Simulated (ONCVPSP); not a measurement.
Pseudopotential generation for K (Z = 19): ONCV, PBE, fully relativistic.

K, optimised norm-conserving Vanderbilt (ONCV), made with ONCVPSP 4.0.1 (PBE, fully relativistic). Core [Ne], reference 3s2 3p6 (charge +1). Waves: 3s: rc 1.75 bohr, ncon 3, nbas 7, qcut 8.2 1/bohr, 1 projector; 3p: rc 1.35 bohr, ncon 5, nbas 8, qcut 7.4 1/bohr, 2 projectors, debl 1.4 Ha; d scattering state at 0.05 Ha: rc 1.80 bohr, ncon 4, nbas 8, qcut 5.8 1/bohr, 2 projectors, debl 0.8 Ha. Local part: polynomial inside 1.00 bohr (lpopt 5, dvloc0 0 Ha). Core correction: Teter function, fcfact 2.5, rcfact 1.35.

Open shells are filled in proportion to 2j + 1.

(1) Estimate the cutoffs (Ha) at which the residual kinetic energy of the hardest occupied pseudo-wave falls to 1 and 0.1 mHa per electron.

(2) Does the potential have ghost states?

(3) Tests: 3s2 3p6 4s1; 3s2 3p6 4s0.5; 3s2 3p6 4p1; 3s2 3p6 3d1. Which has the largest error in its energy relative to the reference configuration, and how large is it?

Results:

(1) 21 Ha and 44 Ha.

(2) No bound ghost flagged; no localised positive-energy state flagged.

(3) 3s2 3p6 4s1, with +43 meV (all-electron minus pseudo) on -4.31 eV.
